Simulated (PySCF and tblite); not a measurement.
Values are calculated unless marked as measured or tabulated.
Stationary points of C$_{3}$H$_{8}$B$_{2}$F$_{3}$N at GFN2-xTB, in Å:

Structure A

```
 1 B     2.853   -0.028   -0.885
 2 N     2.309   -0.862    0.114
 3 B     1.006   -0.910    0.657
 4 C    -0.130    0.077    0.153
 5 C    -1.482   -0.109    0.849
 6 C    -2.511    0.865    0.318
 7 F    -2.732    0.721   -0.998
 8 F    -2.156    2.147    0.503
 9 F    -3.708    0.718    0.917
10 H     3.977   -0.163   -1.184
11 H     2.182    0.779   -1.397
12 H     2.955   -1.534    0.506
13 H     0.780   -1.702    1.495
14 H    -0.275   -0.044   -0.923
15 H     0.191    1.112    0.291
16 H    -1.871   -1.115    0.685
17 H    -1.395    0.061    1.923
```

Structure B

```
 1 B     2.818    0.035   -1.040
 2 N     2.292   -0.798    0.019
 3 B     1.029   -0.899    0.573
 4 C    -0.120    0.046   -0.007
 5 C    -1.486   -0.125    0.660
 6 C    -2.515    0.803    0.056
 7 F    -2.700    0.591   -1.257
 8 F    -2.186    2.099    0.185
 9 F    -3.727    0.668    0.629
10 H     2.801   -0.352   -2.147
11 H     3.287    1.079   -0.778
12 H     3.009   -1.403    0.396
13 H     0.827   -1.661    1.441
14 H    -0.231   -0.132   -1.080
15 H     0.187    1.092    0.088
16 H    -1.854   -1.145    0.537
17 H    -1.430    0.100    1.726
```

Level: PBE0/pcSseg-1 + D3(BJ) on GFN2-xTB stationary points, with GFN2-xTB thermal terms.

Q: Which structure is a saddle point, and along which motion?

A: B: one imaginary mode (579i cm⁻¹ at GFN2-xTB, mostly on H11, H10, H12), along the rotation about the B1–N2 bond (torsion H–B1–N2–B3 from 180° to 360°, rising).

Q: Give their symmetry and energies above the lowest.

A: A Cs, 0.0 kcal/mol; B Cs, 20.2 kcal/mol.
